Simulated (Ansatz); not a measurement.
Species: C4H5ClSi, SMILES `ClC1=CC=C[SiH2]1` (charge 0, multiplicity 1), formula C4H5ClSi.

### Question
How many basis functions does frozen-core CCSD(T)/cc-pVTZ // B3LYP-D3(BJ)/def2-TZVP (Ansatz, a program for electronic structure) use, how many core orbitals are frozen, and how many electrons are correlated?

### Answer
258 basis functions and 14 frozen orbitals, which leaves 32 correlated electrons. Core time is of the order of minutes.
